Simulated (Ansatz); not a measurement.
Frontier orbitals of `C[S][GaH2]`.

Z-matrix (Å, degrees):
```
C
S 1 1.818
H 1 1.089 2 111.5
H 1 1.090 2 108.9 3 120.6
H 1 1.090 2 108.9 3 -120.6
Ga 2 2.184 1 103.3 3 -0.1
H 6 1.565 2 116.4 1 0.0
H 6 1.559 2 116.6 1 -180.0
```

Total charge 0; spin multiplicity 1. Correlated methods include outer-core shells of Ga, which these sets cover unevenly. Scalar relativity is left out up to krypton. All single points use the PBE0-D4/def2-TZVP geometry. Basis def2-TZVPP, the Gaussian-basis code of Ansatz.

```json
{"functional": "r2SCAN0", "HOMO (eV)": "-7.29", "LUMO (eV)": "-1.22"}
```

(1) Give HOMO and LUMO (eV) with LDA (SPW92), PBE, revPBE, BLYP, r2SCAN, B97M-V, PBE0, B3LYP, r2SCANh, HSE06 (plane-wave form), BHLYP, CAM-B3LYP, LC-ωPBE, ωB97X-V, ωB97M-V, HF. (Estimate.)

Answers

(1) Computed: 
| functional | HOMO | LUMO |
| --- | --- | --- |
| LDA (SPW92) | -6.15 | -2.37 |
| PBE | -6.01 | -2.12 |
| revPBE | -5.96 | -2.01 |
| BLYP | -5.86 | -2.04 |
| r2SCAN | -6.25 | -1.87 |
| B97M-V | -6.34 | -2.06 |
| PBE0 | -7.12 | -1.36 |
| B3LYP | -6.91 | -1.61 |
| r2SCANh | -6.66 | -1.61 |
| HSE06 (plane-wave form) | -6.73 | -1.73 |
| BHLYP | -8.12 | -0.63 |
| CAM-B3LYP | -8.41 | -0.48 |
| LC-ωPBE | -9.76 | 0.65 |
| ωB97X-V | -9.42 | 0.52 |
| ωB97M-V | -9.27 | 0.33 |
| HF | -9.72 | 1.38 |

B3LYP here is the variant with VWN-RPA as its local correlation; programs differ in this. LC-ωPBE has ω = 0.4 bohr⁻¹. Positive LUMOs are unbound and depend on the basis.
